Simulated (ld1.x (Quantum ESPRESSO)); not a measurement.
What one change does to a pseudopotential (O (Z = 8), PAW)

ld1.x (Quantum ESPRESSO) 7.5 input, shortened:

```
&input
   title='O', zed=8., rel=0, dft='WC', iswitch=3,
   config='[He] 2s2 2p3.5 3d-2'
 /
 &inputp
   pseudotype=3, lpaw=.true., tm=.true., lloc=-2, rcloc=1.10,
   nlcc=.true., new_core_ps=.true.,
   which_augfun='PSQ', rmatch_augfun=0.85
 /
6
2S  1  0   2.00   0.00  0.80  1.00  0.0
2S  1  0   0.00   0.60  0.80  1.00  0.0
2P  2  1   3.50   0.00  1.25  1.50  0.0
2P  2  1   0.00  -0.10  1.25  1.50  0.0
3D  3  2  -2.00  -0.15  0.90  1.25  0.0
3D  3  2  -2.00   0.95  0.90  1.25  0.0
 &test
   configts(1)='2s2 2p3.5'
 /
```

All-electron outer shells of the reference configuration (Wu–Cohen, non-relativistic, ld1.x):

```json
{"shell": "2s", "level (eV)": "-31.21", "outermost node (bohr)": "0.28", "outermost maximum (bohr)": "0.87"}
{"shell": "2p", "level (eV)": "-16.26", "outermost node (bohr)": "–", "outermost maximum (bohr)": "0.80"}
```

Change: waves 2s (bound): rcut 0.80, rcutus 1.30 bohr; 2s channel at 0.6 Ry: rcut 0.80, rcutus 1.30 bohr.

Cutoffs: the cutoffs (Ry, on a coarse ladder) from which the occupation-weighted sum of valence levels, in a spherical-Bessel basis at the reference potential, stays within 10 and 1 mRy of its value at 400 Ry; they do not see the model core or the augmentation charge, which bear on the density cutoff. Errors are all-electron minus pseudo energies relative to the spin-unpolarised reference configuration.

Question: What does the change do?

Answer: The potential gets neither clearly harder nor softer (35 Ry and 55 Ry → 35 Ry and 50 Ry); of the 7 tests that both files solve, the error grows in 1 and shrinks in 2 by more than 15 % and 0.3 meV (median size 1.5 → 0.5 meV); neither file shows a bound ghost.

| quantity | base | changed |
| --- | --- | --- |
| cutoff, loose | 35 Ry | 35 Ry |
| cutoff, tight | 55 Ry | 50 Ry |
| bound ghosts | none | none |
| error for 2s2 2p4, meV [ΔE -6.28 eV] | 0.0 | 0.0 |
| error for 2s2 2p3, meV [ΔE 10.14 eV] | -0.2 | -0.1 |
| error for 2s2 2p2, meV [ΔE 43.72 eV] | -3.0 | -0.5 |
| error for 2s2 2p4.3, meV [ΔE -8.39 eV] | -0.1 | 0.0 |
| error for 2s2 2p1, meV [ΔE 97.57 eV] | -9.4 | +6.8 |
| error for 2s0 2p6, meV [ΔE 23.34 eV] | -1.5 | -1.4 |
| error for 2s2 2p0, meV [ΔE 174.38 eV] | +1.6 | +65 |
| s: phases at 1.65 bohr within 0.05 rad from the reference energy up to (Ry; the scan ends near 5) | to the end of the scan | to the end of the scan |
| p: phases at 1.65 bohr within 0.05 rad from the reference energy up to (Ry; the scan ends near 5) | to the end of the scan | to the end of the scan |
| d: phases at 1.65 bohr within 0.05 rad from the reference energy up to (Ry; the scan ends near 5) | to the end of the scan | to the end of the scan |
| lowest overlap eigenvalue by channel | s 0.57, p 1.00, d 0.98 | s 0.60, p 1.00, d 0.98 |
